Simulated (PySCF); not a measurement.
Isomers of C3H5N. Isolated molecules, 0 K electronic values unless said otherwise. One relaxed conformer stands for each flexible species; it need not be the lowest. Strings in code marks are SMILES.

The numbers are results of PBE0-D4/def2-TZVP in PySCF, not measurements. All candidates: neutral, multiplicity 1. Excitations are Tamm–Dancoff values on a coarser integration grid. The basis has no diffuse functions, so Rydberg states are missing or too high.

The dipole moment comes out as 4.12 D and the T1 excitation (TDA) is 6.37 eV. The HOMO–LUMO gap is 9.81 eV.

Question: Which member has these values?
(A) `N=C1CC1`
(B) `CCC#N`
(C) `C#CNC`
(D) `CC=C=N`

Answer: B, `CCC#N`. The others give `CC=C=N`: 1.66 D, 4.04 eV, 6.48 eV; `N=C1CC1`: 2.33 D, 4.11 eV, 6.80 eV; `C#CNC`: 1.87 D, 5.03 eV, 7.07 eV
